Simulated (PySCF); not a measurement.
A species of formula C7H14OSi has this rotational fingerprint, computed with PBE0/pcSseg-1 in PySCF (dipole) on a GFN2-xTB geometry, gas phase:

```
Rotational constants : A = 2900, B = 645.3, C = 586.4 MHz
Dipole components    : |μa| = 0.33 D, |μb| = 0.28 D, |μc| = 1.34 D
Inertial defect      : -95.61 u·Å²
κ                    : -0.95
```

Question: Which structure is it? (One computed conformer of each.)
A. `[CH2:1]=[C:2]([CH3:3])[CH2:4][C@@H:5]1[SiH2:6][C@@H:7]1[O:8][CH3:9]` with C1–C2–C4–C5 101°, C2–C4–C5–Si6 -74°, Si6–C7–O8–C9 -163°
B. `[CH3:1][CH2:2][C:3](=[O:4])/[CH:5]=[CH:6]/[SiH:7]([CH3:8])[CH3:9]` with C1–C2–C3–O4 1°, C2–C3–C5–C6 180°, C5–C6–Si7–C8 -173°
C. `[CH2:1]=[C:2]([CH2:3][SiH3:4])[C:5](=[CH2:6])[CH2:7][O:8][CH3:9]` with C1–C2–C3–Si4 83°, C1–C2–C5–C6 -154°, C2–C5–C7–O8 156°, C5–C7–O8–C9 -75°
D. `[CH3:1][C:2]#[C:3][CH2:4][SiH2:5][O:6][CH2:7][CH2:8][CH3:9]` with C3–C4–Si5–O6 180°, C4–Si5–O6–C7 180°, Si5–O6–C7–C8 180°, O6–C7–C8–C9 180°
E. `[CH3:1][CH2:2][C@@:3]1([SiH3:4])[CH2:5][C@H:6]1[C:7]([CH3:8])=[O:9]` with C1–C2–C3–Si4 61°, C5–C6–C7–C8 -163°

Answer: C. It is C=C(C[SiH3])C(=C)COC, a near-prolate asymmetric top, point group C1. The candidates at the same level (rigid rotor, commonest isotopes):

```
                       SMILES  A (MHz)  B (MHz)  C (MHz)  μa (D)  μb (D)  μc (D)  Δ (u·Å²)  point group                        rotor
        CCC(=O)/C=C/[SiH](C)C     3363    486.9    449.1    1.22    2.18    0.69    -62.94           C1  near-prolate asymmetric top
         C=C(C[SiH3])C(=C)COC     2900    645.3    586.4    0.33    0.28    1.34    -95.61           C1  near-prolate asymmetric top
CC[C@@]1([SiH3])C[C@H]1C(C)=O     1921    966.5    867.8    1.11    1.20    1.44   -203.69           C1               asymmetric top
              CC#CC[SiH2]OCCC     8517    355.8    346.6    0.71    0.54    0.00    -21.42           Cs  near-prolate asymmetric top
C=C(C)C[C@@H]1[SiH2][C@@H]1OC     1982    849.6    715.1    0.10    0.60    1.33   -143.11           C1               asymmetric top
```

`CCC(=O)/C=C/[SiH](C)C` has B 25 % too low; `C=C(C)C[C@@H]1[SiH2][C@@H]1OC` has B 32 % too high; `CC[C@@]1([SiH3])C[C@H]1C(C)=O` has B 50 % too high; `CC#CC[SiH2]OCCC` has A 194 % too high. No structure here is proved a minimum.
